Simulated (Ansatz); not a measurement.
The molecule KO, multiplicity 2 (lowest of 2S+1 = 2, 4 at CCSD(T)/def2-TZVPP on PBE0 minima; our sources give no spin for the ground state, which may be another). No spin–orbit coupling. K is treated without relativity.

D_e counts from the fitted minimum to each atom's lowest state at the same level, without counterpoise.

Correlated levels freeze the inner cores; with def2 sets outer-core shells near the valence are correlated too.

Run with Ansatz (Gaussian basis) for Hartree–Fock, density functionals and correlated methods. 

PBE/def2-TZVPP gives 67.22 kcal/mol for the bond energy D_e.

### Question
Where do these levels fall relative to PBE: r2SCAN/def2-TZVPP, PBE0/def2-TZVPP, wB97M-V/def2-TZVPP, B2PLYP/def2-TZVPP, CCSD(T)/def2-QZVPP.

### Answer
r2SCAN/def2-TZVPP -0.61; PBE0/def2-TZVPP -6.61; wB97M-V/def2-TZVPP -1.56; B2PLYP/def2-TZVPP -6.08; CCSD(T)/def2-QZVPP -4.74 kcal/mol. 0 of 5 lie above PBE; the widest gap is to PBE0/def2-TZVPP.

Ansatz is a program for electronic structure.
